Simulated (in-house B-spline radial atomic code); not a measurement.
Ionisation energies with and without relativity, with size and susceptibility from the Dirac run. Dirac energy differences include first-order Breit, QED and recoil terms. NIST's values go from ground level to ground level; the uncertainty of those that are theory runs from under 0.1 % in few-electron ions to several per cent in heavy many-electron ones. Computed with a B-spline radial code for spherical atoms: non-relativistic Hartree-Fock and Dirac-Hartree-Fock, averages of the configuration (point nuclei without relativity, finite nuclei with it).

```tsv
ion	configuration	configuration after	ionisation non-relativistic (eV)	ionisation Dirac Breit and QED (eV)	tabulated value (eV)	tabulated kind	radius at density 0.001 (bohr)	diamagnetic susceptibility (10⁻⁶ cm³/mol)
Sb6+	[Kr] 4d9	[Kr] 4d8	120.60	119.40	117	tabulated theory	2.471	-14.523
Te6+	[Kr] 4d10	[Kr] 4d9	124.60	123.34	124.2	measured	2.438	-14.495
I6+	[Kr] 4d10 5s1	[Kr] 4d10	83.07	85.90	87.61	semi-empirical	2.845	-15.982
Xe6+	[Kr] 4d10 5s2	[Kr] 4d10 5s1	?	?	?	semi-empirical	?	?
Cs6+	[Kr] 4d10 5s2 5p1	[Kr] 4d10 5s2	79.94	80.67	82.9	tabulated theory	3.062	-18.705
Ba6+	[Kr] 4d10 5s2 5p2	[Kr] 4d10 5s2 5p1	83.92	84.70	86	tabulated theory	3.091	-19.906
La6+	[Kr] 4d10 5s2 5p3	[Kr] 4d10 5s2 5p2	?	?	?	tabulated theory	?	?
Ce6+	[Kr] 4d10 5s2 5p4	[Kr] 4d10 5s2 5p3	91.99	92.92	91	tabulated theory	3.063	-21.669
```

Q: Fill in the row of Xe6+.

A: ionisation non-relativistic (eV): 86.62; ionisation Dirac Breit and QED (eV): 89.61; tabulated value (eV): 91.6; radius at density 0.001 (bohr): 2.951; diamagnetic susceptibility (10⁻⁶ cm³/mol): -17.228.

Q: Fill in the row of La6+.

A: ionisation non-relativistic (eV): 87.93; ionisation Dirac Breit and QED (eV): 88.79; tabulated value (eV): 88; radius at density 0.001 (bohr): 3.086; diamagnetic susceptibility (10⁻⁶ cm³/mol): -20.88.
